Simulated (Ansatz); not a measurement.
Reactions of F2H2HfS2, SMILES `[F][Hf]([F])([SH])[SH]`.

Program: Ansatz. Geometries: PBE0-D4/def2-TZVP. ΔE: electronic, gas phase. CCSD(T)/CBS is the MP2 limit (def2-TZVPP, def2-QZVPP) plus CCSD(T) − MP2 in def2-TZVPP, frozen cores. This one scheme is used for every species. DFT in def2-TZVPP. def2 core potentials past Kr. For Hf outer-core shells are correlated without core-valence functions, which leaves a few kJ/mol of doubt a bond. One conformer a species, not always the lowest.

```tsv
reaction	revPBE-D4 (kJ/mol)	PBE-D4 (kJ/mol)	LDA (SPW92) (kJ/mol)
`[F][Hf]([F])([SH])[SH]` + H₂S → `[F][Hf]([SH])([SH])[SH]` + H–F	83	82	80
`[F][Hf]([F])([SH])[SH]` + H₂O → `[OH][Hf]([F])([F])[SH]` + H₂S	-38	-38	-43
`[F][Hf]([F])([SH])[SH]` + H–F → `[F][Hf]([F])([F])[SH]` + H₂S	-85	-84	-82
`[F][Hf]([F])([SH])[SH]` + HCl → `[F][Hf]([F])([SH])[Cl]` + H₂S	-64	-64	-63
```

Task: Give the CCSD(T)/CBS values in the same order. (Best estimate.)

Result: Computed: 77, -42, -80, -68 kJ/mol.

Largest T1 diagnostic: 0.016, for `[F][Hf]([SH])([SH])[SH]`.
